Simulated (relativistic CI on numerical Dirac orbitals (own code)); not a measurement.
Computed by Dirac-Coulomb-Breit CI, orbitals from a KLI potential per configuration, QED by a radiative potential, unscaled Slater integrals (own radial code, finite nucleus).

Configuration list (outside the closed core [Ar] 3d10): 4s²4p⁶4d, 4s²4p⁵4d², 4s²4p⁶4f, 4s4p⁶4d², 4s²4p⁶5s, 4s²4p⁵4d4f, 4s²4p⁶5p, 4s4p⁶4d4f, 4s²4p⁶5d, 4s²4p⁵4d5s, 4s²4p⁶5f, 4s²4p⁶6s, 4s²4p⁶6p, 4s²4p⁶5g, 4s²4p⁵4d5p, 4s²4p⁶6d, 4s²4p⁶6f, 4s²4p⁶7s, 4s4p⁶4d5s, 4s²4p⁵4d5d, 4s²4p⁶7p, 4p⁶4d³, 4p⁵4d⁴, 4p⁵4d³4f, 4p⁶4d4f², 4p⁵4d²4f², 4p⁶4f³, 4p⁶4f²5s, 4p⁵4d4f³, 4p⁶4f²5p. Double excitations out of closed p, d and f shells are left out; levels of such configurations are missing from the list, as are those of other unlisted configurations, and high levels can miss mixing partners. These lack a partner that the ground configuration has and come out too high: 4s²4p⁵4d5s, 4s²4p⁵4d5p, 4s²4p⁵4d5d, 4s²4p⁶5d, 4s²4p⁶5f.

At this charge energies of transitions that change n are usually good to better than 1 %, and those within a shell (Δn = 0) to a few per cent.

Outline of the computed level scheme of Sn XIV. Lowest level of each configuration: 4s²4p⁶4d ²D3/2 at 0.0000 eV; 4s²4p⁵4d² ⁴D°1/2 at 64.9286 eV; 4s²4p⁶4f ²F°7/2 at 81.2596 eV; 4s²4p⁶5s ²S1/2 at 82.6261 eV.

Some strong electric-dipole decays among the lowest 45 levels: 4s²4p⁵4d² ²P°1/2 → 4s²4p⁶4d ²D3/2 (7.1e+11 s⁻¹); 4s²4p⁵4d² ⁴S°3/2 → 4s²4p⁶4d ²D5/2 (1.7e+10 s⁻¹); 4s²4p⁵4d² ⁴D°1/2 → 4s²4p⁶4d ²D3/2 (1.6e+10 s⁻¹); 4s²4p⁵4d² ²P°1/2 → 4s²4p⁶4d ²D3/2 (1.5e+10 s⁻¹); 4s²4p⁵4d² ²G°7/2 → 4s²4p⁶4d ²D5/2 (8.6e+09 s⁻¹); 4s²4p⁵4d² ²D°3/2 → 4s²4p⁶4d ²D3/2 (7.4e+09 s⁻¹); 4s²4p⁵4d² ²F°5/2 → 4s²4p⁶4d ²D5/2 (6.2e+09 s⁻¹); 4s²4p⁵4d² ⁴D°5/2 → 4s²4p⁶4d ²D5/2 (4.3e+09 s⁻¹).

LS names give the leading component of a level, which can be under half, so a name can repeat, a term be missing and a line seem to break the LS rules.
